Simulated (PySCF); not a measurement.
Molfile (atoms numbered from 1):
```
C5H10SSi
     RDKit          3D

 17 18  0  0  0  0  0  0  0  0999 V2000
    2.3221   -0.8105    0.5698 C   0  0  0  0  0  0  0  0  0  0  0  0
    1.7537    0.9618    0.7801 Si  0  0  0  0  0  4  0  0  0  0  0  0
   -0.3161    1.0599    1.3786 S   0  0  0  0  0  0  0  0  0  0  0  0
   -1.0018    0.2489   -0.0332 C   0  0  1  0  0  0  0  0  0  0  0  0
   -1.5778    0.8230   -1.2911 C   0  0  0  0  0  0  0  0  0  0  0  0
   -2.4104   -0.0176   -0.3830 C   0  0  1  0  0  0  0  0  0  0  0  0
   -1.4702   -1.1631   -0.2077 C   0  0  0  0  0  0  0  0  0  0  0  0
    1.7415   -1.3043   -0.2240 H   0  0  0  0  0  0  0  0  0  0  0  0
    3.3878   -0.8476    0.2937 H   0  0  0  0  0  0  0  0  0  0  0  0
    2.1802   -1.3737    1.5042 H   0  0  0  0  0  0  0  0  0  0  0  0
    2.4954    1.6519    1.8784 H   0  0  0  0  0  0  0  0  0  0  0  0
    1.9426    1.7204   -0.4947 H   0  0  0  0  0  0  0  0  0  0  0  0
   -1.7677    1.9014   -1.2830 H   0  0  0  0  0  0  0  0  0  0  0  0
   -1.2589    0.4189   -2.2638 H   0  0  0  0  0  0  0  0  0  0  0  0
   -3.3210    0.2284    0.1610 H   0  0  0  0  0  0  0  0  0  0  0  0
   -1.5709   -1.7519    0.7101 H   0  0  0  0  0  0  0  0  0  0  0  0
   -1.1438   -1.7357   -1.0895 H   0  0  0  0  0  0  0  0  0  0  0  0
  1  2  1  0
  2  3  1  0
  4  3  1  1
  4  5  1  0
  5  6  1  0
  6  7  1  0
  6  4  1  0
  7  4  1  0
  1  8  1  0
  1  9  1  0
  1 10  1  0
  2 11  1  0
  2 12  1  0
  5 13  1  0
  5 14  1  0
  6 15  1  1
  7 16  1  0
  7 17  1  0
M  END
```

Rapidly exchanging positions averaged, non-relativistic, a single conformation, no solvent. PBE0/pcSseg-1 with gauge-including orbitals; PBE0-D3(BJ)/def2-SVP geometry; PySCF 2.14.0 with density-fitted response routines.

Scale: 13C (σ = 184.41 ppm) and 1H (σ = 31.27 ppm) and 29Si (σ = 351.99 ppm) vs TMS; 33S (σ = 495.66 ppm) vs CS2 (reference shieldings calculated alike).

```csv
atoms,nucleus,count,Hirshfeld charge,δ (ppm)
H13/H16,1H,2,0.05,1.40
H14/H17,1H,2,0.04,0.83
S3,33S,1,-0.08,-140
Si2,29Si,1,0.31,-19.7
H15,1H,1,0.06,1.70
C5/C7,13C,2,-0.08,?
C4,13C,1,-0.03,?
H11/H12,1H,2,-0.08,4.88
C6,13C,1,-0.05,8.8
H8/H9/H10,1H,3,0.05,0.52
C1,13C,1,-0.21,?
```

Question: Complete the table.

Answer: 
- C5/C7: 40.2 ppm, three-membered-ring carbon; a saturated carbon with 2 carbon neighbours and no heteroatom attached
- C4: 11.6 ppm, three-membered-ring carbon; carbons of three-membered rings are unusually shielded
- C1: -2.1 ppm, methyl carbon bonded to Si; an electropositive neighbour leaves it electron-rich and shielded

Shifts are as computed. Against solution values, carbons near 30 ppm lie about +2 ppm off and those near 130 ppm about +5 ppm. Of 1313 compounds with measured shifts, 239 miss one by over three times the rms of a fit or turn the order of signals round; such compounds aren't used in these exercises.
